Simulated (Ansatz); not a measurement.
# Molecular dynamics of H₆C₂O

Input:

```yaml
crystal:
  lattice:
    - [6.770809, 0.0, 0.0]
    - [0.0, 6.770809, 0.0]
    - [0.0, 0.0, 6.770809]
  atoms:
    - { symbol: C, position: [0.60013653, 0.91913025, 0.76308131] }
    - { symbol: C, position: [0.44717032, 0.9140551, 0.60028026] }
    - { symbol: O, position: [0.51040732, 0.77240712, 0.42841006] }
    - { symbol: H, position: [0.45541398, 0.83181614, 0.29598468] }
    - { symbol: H, position: [0.28888482, 0.83814444, 0.6262546] }
    - { symbol: H, position: [0.42216254, 1.05849189, 0.52326564] }
    - { symbol: H, position: [0.58633689, 1.0682269, 0.83940699] }
    - { symbol: H, position: [0.58360317, 0.7866026, 0.85641198] }
    - { symbol: H, position: [0.75066672, 0.92955433, 0.68878668] }
    - { symbol: C, position: [1.0421175, 0.42823685, 0.56235664] }
    - { symbol: C, position: [0.90995606, 0.50681784, 0.73632839] }
    - { symbol: O, position: [1.00090023, 0.42762108, 0.92044657] }
    - { symbol: H, position: [0.96377055, 0.53259536, 1.01352816] }
    - { symbol: H, position: [0.90249477, 0.67869694, 0.74350347] }
    - { symbol: H, position: [0.76378771, 0.45939212, 0.71232183] }
    - { symbol: H, position: [1.03512863, 0.51412365, 0.42880815] }
    - { symbol: H, position: [1.19440162, 0.42667096, 0.60259762] }
    - { symbol: H, position: [0.98677102, 0.28550602, 0.52992653] }
    - { symbol: C, position: [0.57976062, 0.31126871, 0.25704164] }
    - { symbol: C, position: [0.39296892, 0.29331721, 0.14083816] }
    - { symbol: O, position: [0.40205735, 0.47758178, 0.03442916] }
    - { symbol: H, position: [0.27633065, 0.51577868, -0.02279013] }
    - { symbol: H, position: [0.35016556, 0.16606999, 0.05377033] }
    - { symbol: H, position: [0.24507954, 0.29521787, 0.22270017] }
    - { symbol: H, position: [0.65647501, 0.19312453, 0.33123714] }
    - { symbol: H, position: [0.68475588, 0.36351456, 0.12913747] }
    - { symbol: H, position: [0.55224601, 0.4419495, 0.32563605] }
    - { symbol: C, position: [0.11830837, 0.87921783, 0.12226193] }
    - { symbol: C, position: [-0.09897307, 0.88791211, 0.22227068] }
    - { symbol: O, position: [-0.18771379, 0.70186009, 0.16495706] }
    - { symbol: H, position: [-0.28706626, 0.65033534, 0.26200937] }
    - { symbol: H, position: [-0.09546655, 0.90619028, 0.380822] }
    - { symbol: H, position: [-0.16102758, 1.02105984, 0.15096144] }
    - { symbol: H, position: [0.22748783, 0.88581671, 0.24056624] }
    - { symbol: H, position: [0.12219009, 0.73176912, 0.06381524] }
    - { symbol: H, position: [0.14483484, 1.02479266, 0.00350959] }
basis:
  ecutwfc: 500.0
kpoints:
  mp_grid: { grid: [1, 1, 1] }
hamiltonian:
  xc: r2scan
  dispersion: d3bj
scf:
  occupations: { method: fermi_dirac, width: 0.05 }
  lower_state_search: "off"
md:
  timestep: 0.5
  n_steps: 20
  ensemble: nvt_langevin
  temperature: 1500.0
  initial_velocities: maxwell_boltzmann
  seed: 438925
  friction: 0.02
```

Command:

```bash
$ ansatz run input.yaml --threads 1 --pin off --max-ram 3072MiB --backend cpu --events-out ev --progress --plain --runs-dir out
```

It goes on from the last frame of an earlier run, with new velocities.

Output, in part (step lines):

```
md step     0: t =     0.00 fs  T =  1458.3 K  F+E_penalty+E_count = -4670.58825787 eV  E_kin = 6.786150 eV  (9 SCF iters)
[... lines left out ...]
```

The steps, from the saved trajectory:

| time (fs) | T (K) | potential energy less start (eV) |
| --- | --- | --- |
| 0.0 | 1458 | 0.000 |
| 0.5 | 1410 | 0.065 |
| 1.0 | 1462 | 0.285 |
| 1.5 | 1380 | 0.559 |
| 2.0 | 1311 | 0.789 |
| 2.5 | 1266 | 0.987 |
| 3.0 | 1210 | 1.194 |
| 3.5 | 1168 | 1.438 |
| 4.0 | 1105 | 1.729 |
| 4.5 | 1107 | 1.962 |
| 5.0 | 1118 | 2.032 |
| 5.5 | 1141 | 1.888 |
| 6.0 | 1205 | 1.538 |
| 6.5 | 1332 | 1.095 |
| 7.0 | 1475 | 0.721 |
| 7.5 | 1487 | 0.529 |
| 8.0 | 1555 | 0.579 |
| 8.5 | 1448 | 0.869 |
| 9.0 | 1352 | 1.263 |
| 9.5 | 1271 | 1.579 |
| 10.0 | 1261 | 1.689 |

The run went to its last step. The mean temperature of the second half is 11 % below the set value. A run of 0.01 ps of so small a system gives no equilibrium averages. Limits of this set-up: coarse k mesh.

Mean squared displacements from the first frame to the last, about the centre of mass: C 0.01 Å², O 0.01 Å², H 0.17 Å².

Last frame:

```xyz
36
Lattice="6.7708 0.0000 0.0000 0.0000 6.7708 0.0000 0.0000 0.0000 6.7708" Properties=species:S:1:pos:R:3
C 4.038 6.258 5.181
C 2.957 6.202 4.020
O 3.475 5.249 3.048
H 3.451 5.753 2.042
H 2.009 5.802 4.562
H 2.896 7.248 3.758
H 3.659 6.703 6.225
H 4.333 5.211 5.399
H 5.066 6.657 4.875
C 7.046 2.912 3.848
C 6.158 3.265 4.887
O 6.661 2.865 6.211
H 6.517 3.325 6.987
H 6.057 4.418 4.750
H 5.174 2.859 4.943
H 7.106 3.603 3.066
H 8.034 2.857 4.233
H 6.955 1.982 3.424
C 3.961 2.102 1.655
C 2.704 2.043 0.805
O 2.684 3.252 0.160
H 1.742 3.345 -0.109
H 3.057 1.157 0.139
H 1.929 1.859 1.429
H 4.239 1.252 1.985
H 4.894 2.578 1.132
H 3.913 2.553 2.584
C 0.785 5.940 0.908
C -0.592 5.952 1.475
O -1.294 4.766 1.164
H -1.950 4.649 1.955
H -0.530 6.076 2.565
H -1.356 6.656 1.082
H 1.569 6.217 1.734
H 1.277 5.030 0.690
H 1.010 6.438 -0.233
```

The run took 8.1 min on 1 thread of Arm Neoverse V2 (shared host), peak memory 0.88 GiB.
